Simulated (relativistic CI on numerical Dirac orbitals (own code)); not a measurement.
## One change at a time: I⁴⁴⁺

Base calculation: Dirac-Coulomb-Breit CI, orbitals from a KLI potential per configuration, a model potential for QED, unscaled Slater integrals.

Configurations in the expansion (outside the closed core 1s2): 2s2 2p5, 2s 2p6, 2p6 3s, 2p6 3p, 2p6 3d, 2s2 2p4 3s, 2s2 2p4 3p, 2s2 2p4 3d, 2s 2p5 3s, 2s 2p5 3p, 2s 2p5 3d, 2s2 2p4 4s, 2s2 2p4 4p, 2s2 2p4 4d, 2s2 2p4 4f, 2s 2p5 4s. Levels of other configurations are missing.

Variants: (1) QED terms removed. Shifts of the energy above 2s2 2p5 2P°_3/2, in eV, for the lowest level and the first level of each name with at least 55 % of one term (blank where a level changes its place among those of its configuration and J or its character, or is not in the variant):

```
             Level     Base   Δ(1)
   2s2 2p5 2P°_3/2     0.00   0.00
   2s2 2p5 2P°_1/2   308.48  -0.53
     2s 2p6 2S_1/2   606.84  +5.05
 2s2 2p4 3s 4P_5/2  4146.58  -1.07
 2s2 2p4 3s 2P_3/2  4153.99  -1.06
 2s2 2p4 3s 2S_1/2  4186.19  -1.04
2s2 2p4 3p 2P°_1/2  4266.96  +0.48
2s2 2p4 3p 4D°_7/2  4314.38  +0.32
 2s2 2p4 3d 4F_9/2  4432.37  +0.45
 2s2 2p4 3s 4P_3/2  4452.69  -1.20
 2s2 2p4 3s 2P_1/2  4460.16  -1.52
 2s2 2p4 3s 2D_3/2  4475.17  -1.47
2s2 2p4 3p 2F°_7/2  4636.40  -0.21
 2s2 2p4 3d 4D_1/2  4712.70  -0.02
```

At this charge energies of transitions that change n are usually good to better than 1 %, and those within a shell (Δn = 0) to a few per cent.

Ionisation energy from the two ground configurations alone: base 7562.26 eV. The NIST ASD value (theoretical) is 7563 eV.

LS names give the leading component of a level, which can be under half, so a name can repeat, a term be missing and a line seem to break the LS rules.
